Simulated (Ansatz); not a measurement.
CH₈BNSSi, SMILES `N[SiH2]CBS`. Total charge 0; spin multiplicity 1. The geometry is a stationary point of PBE0-D4/def2-TZVP. It is one conformer, not always the lowest.

```xyz
13

N     0.512   -1.356   -1.090
Si    1.279   -0.187   -0.089
C     0.001    0.545    1.089
B    -1.111    1.219    0.261
S    -2.576    0.383   -0.334
H    -0.255   -1.078   -1.684
H     1.072   -2.066   -1.535
H     1.934    0.944   -0.809
H     2.334   -0.910    0.671
H    -0.343   -0.287    1.709
H     0.549    1.266    1.705
H    -1.031    2.351   -0.117
H    -2.364   -0.823    0.223
```

Question: What is the dipole moment at B3LYP/def2-TZVPP? (Best estimate.)

Answer: The calculation gave: 1.28 D, with components (0.52, -1.17, -0.08) D in this frame, pointing from negative to positive charge.

Question: And with PBE, r2SCAN, ωB97M-V? (Best estimate.)

Answer: Ansatz gave: PBE 1.36 D, r2SCAN 1.36 D, ωB97M-V 1.28 D.

Question: Give the Mulliken charges with B3LYP, ωB97M-V, r2SCAN in def2-TZVPP. (An estimate is asked.)

Answer: Ansatz gave: 
```tsv
atom	B3LYP	ωB97M-V	r2SCAN
N1	-0.40	-0.38	-0.46
Si2	0.41	0.36	0.43
C3	-0.24	-0.33	-0.21
B4	-0.01	-0.08	0.02
S5	-0.18	-0.16	-0.15
H6	0.13	0.12	0.15
H7	0.13	0.11	0.15
H8	-0.10	-0.06	-0.11
H9	-0.09	-0.04	-0.09
H10	0.10	0.13	0.08
H11	0.10	0.12	0.08
H12	0.04	0.09	0.01
H13	0.10	0.11	0.10
```

B3LYP here is the variant with VWN-RPA as its local correlation; programs differ in this.
